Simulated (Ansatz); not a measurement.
Calculated with Ansatz (gas phase, PBE0-D4/def2-TZVP geometries, no zero-point term in ΔE). CCSD(T)/CBS is the MP2 limit (def2-TZVPP, def2-QZVPP) plus CCSD(T) − MP2 in def2-TZVPP, frozen cores. This one scheme is used for every species. Functionals use def2-TZVPP. HSE06 is defined as in plane-wave codes. For Ge outer-core shells are correlated without core-valence functions, which leaves a few kJ/mol of doubt a bond. Scalar relativity is left out up to krypton. One conformer a species, not always the lowest.

Consider the ligand exchange at a Ge–N bond: `[NH2][Ge][N]([SiH3])[SiH3]` + `CNC` → `C[N](C)[Ge][NH2]` + `[SiH3]N[SiH3]`.

```tsv
level	ΔE (kcal/mol)
PBE-D4	1.8
r2SCAN0-D4	1.8
PBE-QIDH	1.8
PBE	0.9
revPBE	0.9
PBE0	1.3
r2SCANh	1.4
HSE06	1.3
```

**Question.** What does CCSD(T)/CBS give? (Estimate.)

**Answer.** Computed: +1.9 kcal/mol. The listed levels differ from it by -0.1, -0.1, -0.1, -1.0, -1.0, -0.6, -0.5, -0.6 kcal/mol.

Largest T1 diagnostic among the species: 0.014.

Leaving LDA and LC-ωPBE aside and taking each functional with its dispersion term where it has one, the values, not all of them listed here, spread over 1.7 kcal/mol, from B2PLYP to BHLYP-D4. From BLYP to BHLYP (50 % exact exchange), in def2-TZVPP and without D4, ΔE moves by +0.8 kcal/mol.

CCSD(T)/CBS has its own doubt, a few kJ/mol and more with outer-core shells, so smaller differences from it don't rank the levels.
